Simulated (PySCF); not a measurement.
Harmonic spectrum computed at PBE0 in the def2-SVPD basis family (core potentials from Rb on, PySCF, no spin–orbit coupling):

```csv
ω (cm⁻¹),"IR (km/mol, summed over degenerate members)",degeneracy
74,2.5,2
81,6.3,1
242,205,2
267,32.0,1
```

Which molecule gave it? In each, all ligands are bound to the one heavy central atom.
A. SeCl₃⁻ (singlet)
B. TeCl₃⁻ (singlet)
C. PbCl₃⁻ (singlet)
D. CdCl₃⁻ (singlet)

C. It has C3v symmetry with Pb–Cl 2.618 Å (×3).
